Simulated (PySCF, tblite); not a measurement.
Isomers of C3H8N2OSi2. Method: GFN2-xTB as coded in tblite; computed harmonic values from a numerical Hessian at the method's own geometry, unscaled. Errors from tens to a few hundred cm⁻¹ against measured bands are possible. Modes of hydrogen on silicon can be 10 to 20 % off. One conformer each.

Electronic energies: PBE0/pcSseg-1 single points on the GFN2-xTB geometries (PySCF, gas phase).

```
                   SMILES  electronic energy, lowest = 0 (kcal/mol)
C[Si@]([SiH3])(C#N)C(N)=O                                       0.0
N#CCC(=O)[Si@@H](N)[SiH3]                                      21.2
   C=NC[SiH2][Si@H](O)C#N                                       7.9
```

Problem. How do GFN2-xTB zero-point energies change the relative energies?

Solution. 
| SMILES | ZPE (kcal/mol) | of it from modes above 1550 cm⁻¹ | electronic (kcal/mol) | with ZPE, lowest = 0 (kcal/mol) | lowest mode (cm⁻¹) | rings |
| --- | --- | --- | --- | --- | --- | --- |
| C[Si@]([SiH3])(C#N)C(N)=O | 65.2 | 38.3 | 0.0 | 0.0 | 28 | 0 |
| C=NC[SiH2][Si@H](O)C#N | 65.3 | 37.0 | 7.9 | 8.0 | 20 | 0 |
| N#CCC(=O)[Si@@H](N)[SiH3] | 64.1 | 37.0 | 21.2 | 20.1 | 11i | 0 |

The zero-point energies span 1.2 kcal/mol, from `N#CCC(=O)[Si@@H](N)[SiH3]` to `C=NC[SiH2][Si@H](O)C#N`. Slightly imaginary modes are left out of the zero-point energy: `N#CCC(=O)[Si@@H](N)[SiH3]` 10.9i cm⁻¹. The order is unchanged.

Problem. And how do the electronic energies of GFN2-xTB itself compare?

Solution. `C[Si@]([SiH3])(C#N)C(N)=O` 18.9; `C=NC[SiH2][Si@H](O)C#N` 0.0; `N#CCC(=O)[Si@@H](N)[SiH3]` 7.7 kcal/mol, lowest = 0. Against the energies above, taken from the same isomer `C[Si@]([SiH3])(C#N)C(N)=O`, the largest difference is 32.4 kcal/mol.
